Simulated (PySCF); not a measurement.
## From computed data to an observable: chemical shift, span and skew from a shielding tensor

GeH8N2Si, SMILES N[SiH2][GeH2][NH2]. Atoms are numbered in the order given.

```xyz
12

N     -2.6155     0.2851     0.0555
Si    -1.0586     1.0891     0.0951
Ge     0.6023    -0.6310     0.0566
N      2.2366     0.1972    -0.3164
H     -2.7743    -0.3953    -0.6930
H     -3.4575     0.8539     0.1853
H     -0.9980     1.8948     1.3644
H     -0.7492     2.0515    -1.0399
H      0.7851    -1.3298     1.4318
H      0.1796    -1.7467    -0.9684
H      3.0089    -0.4765    -0.3947
H      2.2041     0.7159    -1.2031
```
Charge 0, spin multiplicity 1.

Geometry optimised at PBE-D3(BJ)/def2-SVP. This is a generated structure with no PubChem entry under its InChIKey; it may be hypothetical. Other conformers were not sampled.

GIAO shieldings from PBE/pcSseg-1 (PySCF), non-relativistic, no solvent. The symmetric part of the tensor of N1 has the principal values 220.9, 253.7, 301.6 ppm. The same nucleus in NH3 has σ = 267.0 ppm at this level (PySCF, at its B3LYP-D3(BJ)/def2-TZVP geometry).

**Question.** Work out the isotropic shielding, the ¹⁵N shift against NH3, the span and the skew.

**Answer.** 
σ(iso) = (σ11 + σ22 + σ33)/3 = 258.7 ppm. δ = σ(ref) − σ(iso) = 267.0 − (258.7) = 8.3 ppm.
Span Ω = σ33 − σ11 = 80.7 ppm. Skew κ = 3(σ(iso) − σ22)/Ω = 0.19. Tumbling in solution averages the tensor to δ; in a static solid the shielding alone would spread this spin-1/2 line over Ω.
